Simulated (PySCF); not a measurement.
These compounds are isomers of formula C$_{8}$H$_{10}$Si.

A. SMILES C=C(C#CC)C#C[SiH2]C
B. SMILES c1ccc([SiH]2CC2)cc1
C. SMILES C#C[Si@@H]1CC(=C)[C@H]1C=C
D. `C#C[Si@H]1CC=CC(=C)C1`

Spectrum 1. ¹H NMR (500 MHz, computed): δ 6.41 (d, 1H), 6.10 (m, 1H), 5.20 (m, 1H), 5.14 (m, 1H), 4.55 (m, 1H), 2.12 (m, 1H), 2.10 (m, 1H), 1.92 (d, 1H), 1.83 (m, 1H), 1.71 (m, 1H). ¹³C{¹H} NMR (computed): δ 148.6 (C), 139.4 (CH), 134.6 (CH), 121.9 (CH2), 103.8 (CH), 89.6 (C), 23.4 (CH2), 15.0 (CH2).

Spectrum 2. ¹H NMR (500 MHz, computed): δ 6.11 (m, 1H), 5.43 (m, 1H), 5.40 (m, 1H), 5.21 (m, 1H), 5.08 (m, 1H), 4.76 (m, 1H), 3.67 (m, 1H), 2.54 (m, 1H), 2.33 (m, 1H), 2.16 (d, 1H). ¹³C{¹H} NMR (computed): δ 157.6 (C), 148.7 (CH), 118.2 (CH2), 117.3 (CH2), 106.3 (CH), 88.2 (C), 52.0 (CH), 25.7 (CH2).

Spectrum 3. ¹H NMR (500 MHz, computed): δ 7.65 (m, 2H), 7.63 (m, 1H), 7.59 (m, 2H), 3.61 (m, 1H), 0.88 (m, 2H), 0.75 (m, 2H). ¹³C{¹H} NMR (computed): δ 139.3 (CH), 137.2 (C), 135.2 (CH), 133.2 (CH), -0.6 (CH2).

Spectrum 4. ¹H NMR (500 MHz, computed): δ 6.11 (m, 1H), 6.09 (m, 1H), 4.55 (q, 2H), 2.18 (s, 3H), 0.32 (t, 3H). ¹³C{¹H} NMR (computed): δ 140.3 (CH2), 119.8 (C), 113.1 (C), 97.1 (C), 96.6 (C), 83.9 (C), 5.6 (CH3), -4.8 (CH3).

All values are calculated (PySCF 2.14.0 with density-fitted response routines): GFN2-xTB geometry, PBE0/pcSseg-1 with gauge-including orbitals. Non-relativistic, averaged over atoms made equivalent by symmetry, fast rotation or ring inversion, one conformer, no solvent model.

Referencing at the same level of theory: ¹H (σref 31.72), ¹³C (σref 186.93) vs TMS. Where no couplings were computed, multiplicities follow the n + 1 count of equivalent neighbours, and m marks all less simple cases (inequivalent or close neighbours, rings, F or P nearby). Shifts are as computed. Against solution values, carbons near 30 ppm lie about +3 ppm off and those near 130 ppm about +5 ppm. Of 1211 compounds with measured shifts, 218 miss one by over three times the rms of a fit or turn the order of signals round; such compounds aren't used in these exercises.

Which spectrum belongs to which compound?

## Answers

1–D, 2–C, 3–B, 4–A.

- Spectrum 1 (D): 8 ¹³C signals; δC 148.6 is a fully substituted alkene carbon; δC 139.4 is an alkene CH.
- Spectrum 2 (C): 8 ¹³C signals; δC 157.6 is a fully substituted alkene carbon; δC 148.7 is an alkene CH.
- Spectrum 3 (B): 5 ¹³C signals; δC 139.3 is an aromatic CH; δC 135.2 is an aromatic CH.
- Spectrum 4 (A): 8 ¹³C signals; δC 140.3 is a terminal =CH2 carbon; δC 119.8 is a fully substituted alkene carbon.
